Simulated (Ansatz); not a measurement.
Basis-set series for ClFHOSn, SMILES `[OH][Sn]([F])[Cl]` radical. Charge 0, multiplicity 2. Sn: def2 effective core potential. The geometry is a stationary point of PBE0-D4/def2-TZVP. It is one conformer, not always the lowest.

```tsv
functional	basis	functions	energy (Eh)	HOMO (eV)	LUMO (eV)
PBE0-D4	def2-TZVPP	168	-850.02482	-7.73	-4.80
PBE0-D4	def2-QZVPP	296	-850.05167	-7.75	-4.83
ωB97M-V	def2-TZVPP	168	-850.22793	-9.80	-3.00
ωB97M-V	def2-QZVPP	296	-850.25367	-9.84	-3.07
```

(1) Give the rows for def2-SVP. (An estimate is asked.)

## Answers

(1) The calculation gave: 
| functional | basis | functions | energy (Eh) | HOMO (eV) | LUMO (eV) |
| --- | --- | --- | --- | --- | --- |
| PBE0-D4 | def2-SVP | 77 | -849.62178 | -7.53 | -4.63 |
| ωB97M-V | def2-SVP | 77 | -849.82130 | -9.56 | -2.76 |

HOMO and LUMO are taken over both spins.

All numbers were calculated with Ansatz.
